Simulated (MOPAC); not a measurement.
Input file for MOPAC: PM6 on YO, 2S+1 = 2, a spin state set in the input, which need not be the lowest, a point of a bond scan (R = 1.889 Å).

```
PM6 1SCF PRECISE CHARGE=0 UHF MS=0.5 THREADS=1
OY

Y      0.00000000 1     0.00000000 1     0.00000000 1
O      0.00000000 1     0.00000000 1     1.88866700 1
```

Program output:

```
*******************************************************************************
 **                                                                           **
 **                              MOPAC v23.2.5                                **
 **                                                                           **
 *******************************************************************************
 ** MOPAC's Digital Object Identifier: https://doi.org/10.5281/zenodo.6511958 **
 **                                                                           **
 ** Please cite the open-source release paper for use of this MOPAC version:  **
 ** J. E. Moussa and J. J. P. Stewart (2026)                                  **
 ** MOPAC: An open-source semiempirical molecular orbital program             **
 ** J. Open Source Softw., 11(119), 8025, https://doi.org/10.21105/joss.08025 **
 *******************************************************************************

                              PM6 CALCULATION RESULTS

 *******************************************************************************
 *  PM6        - The PM6 Hamiltonian to be used
 *  UHF        - UNRESTRICTED HARTREE-FOCK CALCULATION
 *
 *
 *
 *                 CHARGE ON SYSTEM = 0
 *
 *
 *
 *  MS=        - IN MECI, MAGNETIC COMPONENT OF SPIN =  0.5
 *  PRECISE    - TIGHTER CRITERIA TO BE USED
 *  1SCF       - DO 1 SCF AND THEN STOP
 *  THREADS=1  - MULTI-THREADING NOT USED
 *  T=         - A TIME OF 172800.0 SECONDS REQUESTED
 *  DUMP=N     - RESTART FILE WRITTEN EVERY 7200.0 SECONDS REQUESTED
 *******************************************************************************
PM6 1SCF PRECISE CHARGE=0 UHF MS=0.5 THREADS=1
 OY

   ATOM   CHEMICAL          X               Y               Z
  NUMBER   SYMBOL      (ANGSTROMS)     (ANGSTROMS)     (ANGSTROMS)

     1       Y          0.00000000  *   0.00000000  *   0.00000000  *
     2       O          0.00000000  *   0.00000000  *   1.88866700  *



          CARTESIAN COORDINATES

    NO.       ATOM           X           Y           Z

     1         Y          0.0000      0.0000      0.0000
     2         O          0.0000      0.0000      1.8887

 General Reference for PM6:
 "Optimization of Parameters for Semiempirical Methods V: Modification of NDDO Approximations
 and Application to 70 Elements", J. J. P. Stewart, J. Mol. Mod., 13, 1173-1213 (2007)
 URL: https://link.springer.com/article/10.1007/s00894-007-0233-4

           Empirical Formula: O Y  =     2 atoms



      MOLECULAR POINT GROUP   :   C*v


          UHF CALCULATION, NO. OF ALPHA ELECTRONS =    5
                           NO. OF BETA  ELECTRONS =    4

 -------------------------------------------------------------------------------
 PM6 1SCF PRECISE CHARGE=0 UHF MS=0.5 THREADS=1
 OY



     1SCF WAS SPECIFIED, SO BFGS WAS NOT USED
     SCF FIELD WAS ACHIEVED


                              PM6 CALCULATION
                                                       MOPAC v23.2.5 Linux




          FINAL HEAT OF FORMATION =        -10.38572 KCAL/MOL =     -43.45385 KJ/MOL


          COSMO AREA              =        147.17 SQUARE ANGSTROMS
          COSMO VOLUME            =        166.24 CUBIC ANGSTROMS

          IONIZATION POTENTIAL    =          6.307513 EV
          ALPHA SOMO LUMO (EV)    =         -6.308 -0.795
          BETA  SOMO LUMO (EV)    =         -8.941 -1.036
          NO. OF ALPHA ELECTRONS  =          5
          NO. OF BETA  ELECTRONS  =          4
          MOLECULAR WEIGHT        =        104.9053         POINT GROUP:  C*v

          MOLECULAR DIMENSIONS (Angstroms)

            Atom       Atom       Distance
            O     2    Y     1     1.88867
            O     2    Y     1     0.00000
            Y     1    O     2     0.00000


          SCF CALCULATIONS        =          1





   ATOM   CHEMICAL          X               Y               Z
  NUMBER   SYMBOL      (ANGSTROMS)     (ANGSTROMS)     (ANGSTROMS)

     1       Y          0.00000000  *   0.00000000  *   0.00000000  *
     2       O          0.00000000  *   0.00000000  *   1.88866700  *

                             CARTESIAN COORDINATES

   1    Y        0.000000000     0.000000000     0.000000000
   2    O        0.000000000     0.000000000     1.888667000


           Empirical Formula: O Y  =     2 atoms



      MOLECULAR POINT GROUP   :   C*v


          ALPHA EIGENVALUES
 -22.47823  -9.70495  -9.70495  -8.63957  -6.30751  -0.79456   0.43711   0.43711
   1.55140   1.55140   4.65483   4.65483   7.90445


           BETA EIGENVALUES
 -22.90935  -9.95899  -9.95899  -8.94120  -1.03575   1.40934   1.40934   2.06973
   2.06973   2.37947   5.07957   5.07957   8.14265


              NET ATOMIC CHARGES AND DIPOLE CONTRIBUTIONS

  ATOM NO.   TYPE          CHARGE      No. of ELECS.   s-Pop       p-Pop       d-Pop
    1          Y           0.753359        2.2466     0.47894     0.72533     1.04238
    2          O          -0.753359        6.7534     1.75520     4.99816
 DIPOLE           X         Y         Z       TOTAL
 POINT-CHG.     0.000     0.000    -6.834     6.834
 HYBRID         0.000     0.000     0.231     0.231
 SUM            0.000     0.000    -6.603     6.603


          ATOMIC ORBITAL ELECTRON POPULATIONS

     Atom    s        px        py        pz      x^2-y^2     xz        z^2       yz        xy
    1  Y   0.47894   0.09149   0.09149   0.54234   0.00000   0.29624   0.44991   0.29624   0.00000
    2  O   1.75520   1.61227   1.61227   1.77362


                    (SZ)    =    0.500000
                    (S**2)  =    0.762990


          ATOMIC ORBITAL SPIN POPULATIONS

    Atom   Total    s     px     py     pz   x^2-y^2  xz     z^2    yz     xy
         Atomic
    1  Y  1.1268  0.461 -0.003 -0.003  0.392  0.000  0.047  0.185  0.047  0.000
    2  O -0.1268 -0.009 -0.045 -0.045 -0.029

 **********************
 *                    *
 * JOB ENDED NORMALLY *
 *                    *
 **********************




 == MOPAC DONE ==
```

The run finished.

Cost: roughly 0.03 core-seconds.
